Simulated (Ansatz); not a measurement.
# Ligand exchange: C3H7F + GeH3(NH2) → C3H9N + GeH3F

Species: C3H7F (2-fluoropropane) `CC(C)F`, singlet; GeH3(NH2), singlet; C3H9N (isopropylamine) `CC(C)N`, singlet; GeH3F (fluorogermane) `[F][GeH3]`, singlet. The partners trade F for NH2: C–F and Ge–NH2 bonds give way to C–NH2 and Ge–F.

Shapes, held fixed at every level: PBE0-D4/def2-TZVP. Flexible molecules stand in one conformer, not always the lowest. Programs: Ansatz 0.2.0. The zero-point and thermal change to 298 K, harmonic and unscaled (PBE0-D4/def2-TZVP), is +3.1 kJ/mol.

```
                level                   kind  ΔH(298 K) (kJ/mol)  less CCSD(T)/def2-TZVPP  CPU time (sum over the molecules)
          HF/def2-SVP           Hartree–Fock               -48.5                     +1.5                                  –
        HF/def2-TZVPP           Hartree–Fock               -47.6                     +2.4                                  –
    PBE-D4/def2-TZVPP                    GGA               -46.5                     +3.5                               19 s
 r2SCAN-D4/def2-TZVPP               meta-GGA               -46.4                     +3.6                               36 s
  BHLYP-D4/def2-TZVPP          global hybrid               -48.7                     +1.3                               20 s
   PBE0-D4/def2-TZVPP          global hybrid               -47.3                     +2.7                               20 s
r2SCAN0-D4/def2-TZVPP          global hybrid               -47.4                     +2.6                               33 s
   CCSD(T)/def2-TZVPP  coupled cluster or CI               -50.0                      0.0                             10 min
```

The highest level, CCSD(T)/def2-TZVPP, gives ΔH(298 K) = -50.0 kJ/mol; the levels span -50.0 to -46.4. The column of differences is taken from that level and isn't an error. No measured value is set beside it here. Relativity is left out for Ge unless named. Correlated rows may include outer-core shells of Ge, which these sets cover unevenly. Times are processor times on shared x86 and Arm servers, and rough.
